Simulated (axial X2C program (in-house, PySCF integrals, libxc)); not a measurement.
**Spectroscopic constants of SnP**

All values were computed with an in-house relativistic program for diatomic molecules. Spin-free means the one-electron spin-free X2C Hamiltonian; two-component (2c) means X2C with spin–orbit coupling and atomic mean-field two-electron Coulomb and Gaunt terms, so the difference of the two also holds small scalar two-electron terms. Basis: Sn dyall-cv3z [11s12p9d4f1g], P dyall-v3z [8s7p2d1f] (cores contracted in-house); Gaussian nuclei, density fitting, unrestricted open shells. Masses: Sn 119.902 u, P 30.974 u.

State, spin-free: M_S = 1/2, Λ = 1 (beyond evenly filled blocks: π+α, π+β, π-α); electrons by block: σα: 15, σβ: 15, π+α: 7, π+β: 7, π-α: 7, π-β: 6, δ+α: 2, δ+β: 2, δ-α: 2, δ-β: 2. Fragments: Sn + P.

State, 2c: Ω = 3/2 (⟨Sz⟩ = 0.50, ⟨Lz⟩ = 1.00 at HF); electrons by block: 1/2: 22, -1/2: 22, 3/2: 9, -3/2: 8, 5/2: 2, -5/2: 2. Fragments: Sn + P.

```
Hamiltonian    level  Re (Å)  ωe (cm⁻¹)  ωexe (cm⁻¹)  De (eV)  k (mdyn/Å)  μ (D)
  spin-free     PBE0   2.341      416.7         2.08     2.77        2.52  -2.24
  spin-free       HF   2.463      298.0        0.976    0.815        1.29  -1.63
  spin-free     CCSD   2.351      400.2         2.21     2.24        2.32    n/a
  spin-free  CCSD(T)   2.353      410.1         1.84     2.45        2.44    n/a
  spin-free     TPSS   2.365      396.4         1.32     2.91        2.28  -2.14
         2c       HF   2.472      296.1         1.05      n/a        1.27  -1.59
         2c     CCSD   2.358      389.2          2.3      n/a         2.2    n/a
         2c  CCSD(T)   2.357      401.1         2.03      n/a        2.33    n/a
         2c     TPSS   2.368      391.2         1.49      n/a        2.22  -2.09
```

Correlated methods: 9 electrons correlated (number of frozen shells: Sn 4 s, 3 p, 2 d; P 2 s, 1 p), 229 virtual spin orbitals or spinors in MP2, 90 natural virtuals in coupled cluster.

Dipoles are positive if P is the positive end.

The state is a single determinant with fixed occupations, the lowest that a limited PBE0 search found. De is counted from the lowest determinant-based energies of the atoms at the same level, without counterpoise correction. De is not given where an atomic determinant may have missed its ground term or J level, or where the truncated virtual space spoils (T). Density functionals use the spin component along the axis (collinear). Coupled cluster ran in a truncated set of natural virtual spinors; the MP2 energy of the rest was added. (T) has no such correction and the atoms are truncated less, which lowers De at CCSD(T) by a hundredth of an eV or more. Other states lie close and PBE0, whose exact exchange favours high spin, may order them wrongly; the determinant shown need not be the ground state. The nearest other spin-free determinant of the search, M_S = 1/2, Λ = 0, lies 0.30 eV up at the distance of the search. Without a current term, density functionals place determinants with orbital angular momentum somewhat too high. At some level and bond length an empty orbital lies below a filled one. The determinant is spin-polarised beyond a pure state at some levels (its spin-free form has ⟨S²⟩ too high), which makes Re and μ there less reliable. The T1 diagnostic is large, a sign of multireference character. The stretched end of a curve changes character and is left out. With the outer-core shells frozen, correlated bond lengths of heavy atoms tend to come out a few hundredths of an ångström too long.

No reliable constants came from MP2 (2c), MP2 (spin-free), PBE0 (2c): no minimum in range, unconverged points, a curve that is not smooth, a change of character along it, or the two Hamiltonians disagreeing along it.

Rough cost a point (2c) on 1 thread(s) of a shared host, integrals apart: HF 0.9 s, CCSD(T) 5 s, TPSS 0.9 s.

The whole task took 2.4 min on 1 thread of Arm Neoverse V1 (shared host).
